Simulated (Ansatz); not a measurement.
`B[O][Al]([Cl])[Cl]` → Al• + B• + 2 Cl• + 2 H• + O•  (atomization)

Calculated with Ansatz (gas phase, PBE0-D4/def2-TZVP geometries, no zero-point term in ΔE). CBS: MP2 limit from def2 TZ/QZ plus the TZ coupled-cluster correction, frozen cores. This one scheme is used for every species, atoms too. Functionals use def2-TZVPP. B3LYP here is the variant with VWN-RPA as its local correlation; programs differ in this. HSE06 is defined as in plane-wave codes. No spin–orbit coupling; open shells (•) take unrestricted orbitals. Spin–orbit coupling would lower the free atoms: a little for Al, B, Cl, O. Each species was taken in one conformer, which may not be the lowest.

What is ΔE at CCSD(T)/CBS? (Estimate.)

The calculation gave: +2647.1 kJ/mol.

What do these levels give: r2SCAN-D4, B3LYP-D4, r2SCAN0-D4, HSE06-D4, BHLYP-D4, BLYP, PBE0, r2SCAN0, HSE06, HF/def2-SVP, HF/def2-QZVPP, MP2/CBS(def2)? (An estimate is asked.)

Ansatz gave: r2SCAN-D4 2673.9, B3LYP-D4 2622.3, r2SCAN0-D4 2627.9, HSE06-D4 2630.1, BHLYP-D4 2570.1, BLYP 2575.0, PBE0 2613.8, r2SCAN0 2622.9, HSE06 2616.3, HF/def2-SVP 2072.7, HF/def2-QZVPP 2064.0, MP2/CBS(def2) 2747.8 kJ/mol.

Largest T1 diagnostic among the species: 0.018.

In def2-TZVPP, CCSD(T) changes the Hartree–Fock value by +512.5 kJ/mol (the triples alone add +39.6 kJ/mol) and MP2 by +613.3 kJ/mol; breaking electron pairs costs correlation energy, which Hartree–Fock lacks. From BLYP to BHLYP (50 % exact exchange), in def2-TZVPP and without D4, ΔE moves by −28.5 kJ/mol: exact exchange takes away binding that semilocal exchange gives to molecules. Leaving LDA and LC-ωPBE aside and taking each functional with its dispersion term where it has one, the values, not all of them listed here, spread over 106.6 kJ/mol, from BHLYP-D4 to B97M-V. LDA lies +320.3 kJ/mol from PBE without D4, its usual overbinding.

For atomizations the MP2-based limit and the directly extrapolated one differ by several kJ/mol either way, and by 10 to 25 for some Ge, Se and Sn compounds, so smaller differences from it don't rank the levels.
